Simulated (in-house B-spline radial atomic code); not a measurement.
Values are calculated unless marked as measured or tabulated.
# Extrapolating the RPA correlation energy in partial waves: F III (F2+)

All-electron RPA on PBE0 orbitals from a B-spline radial code for spherical atoms, non-relativistic, point nucleus, configuration [He] 2s2 2p3, highest spin. With empty states up to angular momentum L the sums are:

```csv
L,E_c(L) (hartree)
3,-0.317018
4,-0.329505
5,-0.334561
6,-0.336981
7,-0.338277
8,-0.339030
```

For large l each further wave adds A/(l + 1/2)⁴, because the basis must build the cusp where two electrons meet.

Question: Estimate the limit from L = 7 and L = 8.

Answer: Wave 8 adds -0.000753, against a sum of (l + 1/2)⁻⁴ of 1.91569e-04, so A = -3.9307. The sum over l > 8 is ζ(4, 9.5) = 4.5445e-04, close to 1/(3 × 9³) = 4.5725e-04. The tail is -0.001786 and the limit -0.34082 hartree.

Question: How good is the estimate?

Answer: A run to L = 11 sums to -0.33999 and extrapolates to -0.34066 hartree, 0.03 millihartree from the run before. The estimate differs from that by -0.16 millihartree, while the bare sum at L = 8 misses 1.6 millihartree (0.5 %).
